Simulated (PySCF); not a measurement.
An unknown shows these calculated signals:

1H NMR (300 MHz, computed): δ 7.47 (m, 2H), 7.12 (d, 2H), 6.21 (br, 1H), 1.17 (m, 2H), 1.12 (m, 2H), 0.84 (m, 1H).

13C{1H} NMR (computed): δ 163.3 (CH), 161.0 (CH), 16.6 (CH), 11.6 (CH2).

- PBE0-D3(BJ)/def2-SVP geometry
- shieldings: GIAO PBE0/pcSseg-1
- run in PySCF
- relativity neglected, a single conformation, no solvent model, fast rotation and ring inversion assumed for equivalent nuclei

Referencing at the same level of theory: 1H (σref 31.27) and 13C (σref 184.41) against TMS.

Question: Which of these does the molecule contain: a three-membered ring, a carboxylic acid, a non-aromatic C=C double bond, a heteroaromatic ring, an ester?

Answer: 
- A three-membered ring: yes.
- A carboxylic acid: no.
- A non-aromatic C=C double bond: yes.
- A heteroaromatic ring: no.
- An ester: no.

The data belong to `C1=CBC=CB1C1CC1`, C7H10B2; they needn't prove each group on their own.

Carbon signals by region: 2 in the far downfield region (above 160 ppm), 2 below 50 ppm. Above 160 ppm: 163.3, alkene CH, 161.0, alkene CH.

Hydrogens on boron are broadened and split by 11B (spin 3/2, 80 %) and 10B (spin 3). A carbon bonded to boron is broadened by the quadrupolar boron nucleus and is often missing from a measured spectrum. Shifts are as computed. Against solution values, carbons near 30 ppm lie about +2 ppm off and those near 130 ppm about +5 ppm. Of 1211 compounds with measured shifts, 218 miss one by over three times the rms of a fit or turn the order of signals round; such compounds aren't used in these exercises. No couplings were computed; multiplicities are counted from neighbouring protons, with m where these are inequivalent, close in shift, in a saturated or five-membered ring or joined by F or P, and br s for small geminal =CH2 splittings.
